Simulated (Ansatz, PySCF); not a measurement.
Gas-phase reaction in SMILES: [CH2][SiH3] -> C[SiH2]
Each molecule is optimised on its own at B3LYP-D3(BJ)/def2-TZVP (Ansatz, a program for electronic structure).

Quantity: isomerisation energy (electronic energy difference), in kcal/mol. Valence correlation only, unless marked. UHF or UKS for open shells. No spin-orbit coupling. Non-relativistic. Basis-set limits of correlation are two-point, X^-3; Hartree-Fock from the larger set. [CCSD(T)-MP2]/basis is that difference in the basis named.

RI-MP2/CBS(def2-TZVPPD,def2-QZVPPD)+[CCSD(T)-MP2]/def2-TZVPPD (Ansatz) gives -11.0 kcal/mol.

Task: Another calculation gave -11.9 kcal/mol. Which level was it?
A. HF/def2-TZVPD (PySCF)
B. SVWN5/def2-TZVPD (Ansatz)
C. M06-L/def2-TZVPD (PySCF)
D. LC-wPBE/def2-TZVPD (Ansatz)

Result: D, LC-wPBE/def2-TZVPD (Ansatz). The others give -7.5 (M06-L), -17.1 (SVWN5), -4.3 (HF) kcal/mol.
